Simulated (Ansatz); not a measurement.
Reactions of `FC1C[SiH]1[SiH3]`.

Isolated molecules relaxed with PBE0-D4/def2-TZVP in Ansatz; ΔE leaves out vibrations. CCSD(T)/CBS is the MP2 limit (def2-TZVPP, def2-QZVPP) plus CCSD(T) − MP2 in def2-TZVPP, frozen cores. This one scheme is used for every species, atoms too. DFT in def2-TZVPP. Open shells (•) are unrestricted, without spin–orbit coupling. Spin–orbit coupling would lower the free atoms: a little for C, F, Si. Bonds to As, Se are less sure, by a few kJ/mol each and by 10 to 20 or more in all where they break to atoms, as the def2 sets lack core-valence functions. Scalar relativity is left out up to krypton. Each species was taken in one conformer, which may not be the lowest.

```tsv
reaction	ωB97M-V (eV)	r2SCAN-D4 (eV)	MP2/CBS(def2) (eV)	CCSD(T)/CBS(def2) (eV)
`F[C@H]1C[Si@H]1[SiH3]` + `[AlH2][SeH]` → `[AlH2][Se][SiH3]` + `FC1C[SiH2]1`	-0.56	-0.48	-0.64	-0.54
`F[C@H]1C[Si@H]1[SiH3]` → 2 C• + F• + 7 H• + 2 Si•	42.67	42.78	42.93	42.55
`F[C@H]1C[Si@H]1[SiH3]` + H₂ → `[SiH3][SiH]1CC1` + H–F	-1.17	-1.12	-1.38	-1.29
`F[C@H]1C[Si@H]1[SiH3]` + `OB(S)S` → `[SiH3]OB(S)S` + `FC1C[SiH2]1`	-0.81	-0.70	-0.85	-0.79
`F[C@H]1C[Si@H]1[SiH3]` → `FC1([SiH3])C[SiH2]1`	0.11	0.20	0.09	0.14
`F[C@H]1C[Si@H]1[SiH3]` + CH₄ → `C[Si@H]1C[C@H]1F` + SiH₄	0.09	0.21	0.12	0.15
`F[C@H]1C[Si@H]1[SiH3]` + `O[Si]O[SiH3]` → `[SiH3]O[Si]O[SiH3]` + `FC1C[SiH2]1`	-0.86	-0.76	-0.90	-0.84
`F[C@H]1C[Si@H]1[SiH3]` + HCl → `F[C@H]1C[Si@@H]1Cl` + SiH₄	-0.88	-0.80	-0.89	-0.81
`F[C@H]1C[Si@H]1[SiH3]` + H–F → `F[C@H]1C[Si@@H]1F` + SiH₄	-1.22	-1.12	-1.13	-1.11
`F[C@H]1C[Si@H]1[SiH3]` + `C1[SiH2][AsH]1` → `[SiH3][As]1C[SiH2]1` + `FC1C[SiH2]1`	-0.30	-0.23	-0.39	-0.30
```

Largest T1 diagnostic: 0.014, for `O[Si]O[SiH3]`.
